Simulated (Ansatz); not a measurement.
Relaxation of AlH₃OS₂ (7 atoms, charge 0, multiplicity 1), to a largest force component of 0.03 eV/Å in at most 50 steps.

Level of theory: Ansatz 0.2.0, RKS r2SCAN-D4/cc-pVDZ.

```xyz
7
Properties=species:S:1:pos:R:3
Al -1.432 -0.093 0.023
S 2.086 -0.108 -0.456
S -1.231 -2.103 -0.221
H 1.238 -1.170 -0.580
O -1.784 1.562 0.260
H 2.271 -0.364 0.863
H -1.149 2.276 0.110
```

Where does it end, and by what steps?

The run converged. The force dipped under the threshold on the way, but the program's further checks kept it going. After 27 steps the energy has fallen by 1.985 eV; H4 moved furthest, 1.55 Å. Parted: S2–H4. Joined: Al1–S2, S3–H4.

| step | energy less start (eV) | largest force component (eV/Å) | accepted |
| --- | --- | --- | --- |
| 0 | 0.0000 | 0.309 | yes |
| 1 | -0.0811 | 0.423 | yes |
| 2 | -0.1936 | 0.522 | yes |
| 3 | -0.2695 | 0.372 | yes |
| 4 | -0.1918 | 1.751 | no |
| 5 | -0.2984 | 0.161 | yes |
| 6 | -0.2972 | 0.413 | no |
| 7 | -0.3082 | 0.134 | yes |
| 8 | -0.3202 | 0.158 | yes |
| 9 | -0.3447 | 0.241 | yes |
| 10 | -0.4040 | 0.511 | yes |
| 11 | -0.5709 | 1.140 | yes |
| 12 | -0.9450 | 1.241 | yes |
| 13 | -1.3462 | 0.871 | yes |
| 14 | -1.6043 | 0.564 | yes |
| 15 | -1.7463 | 1.155 | yes |
| 16 | -1.8848 | 0.251 | yes |
| 17 | -1.9374 | 0.157 | yes |
| 18 | -1.9674 | 0.305 | yes |
| 19 | -1.9765 | 0.145 | yes |
| 20 | -1.9831 | 0.024 | yes |
| 21 | -1.9325 | 1.295 | no |
| 22 | -1.9835 | 0.037 | yes |
| 23 | -1.9846 | 0.005 | yes |
| 24 | -1.9830 | 0.283 | no |
| 25 | -1.9848 | 0.073 | yes |
| 26 | -1.9846 | 0.067 | no |
| 27 | -1.9851 | 0.014 | yes |

```xyz
7
Properties=species:S:1:pos:R:3
Al -0.321 0.204 -0.007
S 1.783 0.804 0.255
S -0.984 -1.864 -0.323
H 0.280 -2.359 -0.302
O -1.584 1.372 0.027
H 2.250 -0.468 0.178
H -1.424 2.312 0.173
```

Run time: 92 s on 2 threads of Arm Neoverse V1 (shared host), peak memory 0.15 GiB.
